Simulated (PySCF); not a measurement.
Working out the ionisation energy of Rb⁺

Rb⁺ [Kr] (1S) → Rb²⁺ [Ar] 3d10 4s2 4p5 (2P). All numbers are calculated (PySCF 2.14, scalar relativity through the core potential, in def2-SVP with the def2 core potential (28 electrons) (5s3p2d, 24 functions)). Frozen: 4s2. Energies in hartree (1 hartree = 27.21139 eV):

```csv
part,Rb⁺ (lower),Rb²⁺ (upper)
UHF,-23.662541,-22.683806
CCSD correlation,-0.041744,-0.022081
(T),-0.000552,-0.000185
```

Task: What does Hartree-Fock give?

Result: (-22.683806) − (-23.662541) = 0.978735 hartree = 26.633 eV.

Task: What do CCSD and CCSD(T) give?

Result: The CCSD correlation energies differ by 0.019663 hartree = 0.535 eV and the triples by 0.000367 hartree = 0.010 eV, so CCSD gives 27.168 eV and CCSD(T) 27.178 eV.

Reference: 27.290 eV (measured; NIST Atomic Spectra Database, ionization energies), between the lowest levels; spin-orbit coupling is absent from the calculation.

A double-zeta basis recovers only part of the correlation energy.

What remains against the reference includes basis incompleteness, the frozen core and higher excitations.
